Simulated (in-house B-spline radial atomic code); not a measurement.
Results of a calculation; reference values are marked as such.
# Weak and strong correlation along the adiabatic connection

Two-electron singlets in several external potentials (atomic units), by full CI in B-splines with partial waves to l = 8 (correlation energies up to 0.6 % small). The repulsion is scaled by λ at fixed density; W(λ) is the mean repulsion less the Hartree energy, W(0) = E_x, and the area under W from 0 to 1 is E_xc.

One system gave this curve:

| λ | W (hartree) |
| --- | --- |
| 0 | -1.5592 |
| 0.02 | -1.5611 |
| 0.05 | -1.5639 |
| 0.12 | -1.5704 |
| 0.25 | -1.582 |
| 0.4 | -1.5949 |
| 0.6 | -1.6112 |
| 0.8 | -1.6266 |
| 1 | -1.6411 |
| 1.4 | -1.6679 |
| 2 | -1.7032 |
| 3 | -1.7516 |
| 4.5 | -1.807 |
| 7 | -1.8711 |
| 10 | -1.922 |

**Question.** Which system is it?
A. −Z/r, Z = 2, wall at 1.4 bohr
B. −Z/r, Z = 1.87, wall at 3.8 bohr
C. −V exp(−r²/w²), V = 5.76, w = 3.91
D. −Z exp(−kr)/r, Z = 8.32, k = 1.01

**Answer.** A. The exchange energy sets the size: −Z/r, Z = 2, wall at 1.4 bohr: E_x = -1.56, E_c = -0.043; −Z exp(−kr)/r, Z = 8.32, k = 1.01: E_x = -4.91, E_c = -0.0454; −Z/r, Z = 1.87, wall at 3.8 bohr: E_x = -0.962, E_c = -0.0414; −V exp(−r²/w²), V = 5.76, w = 3.91: E_x = -0.654, E_c = -0.0399 hartree.
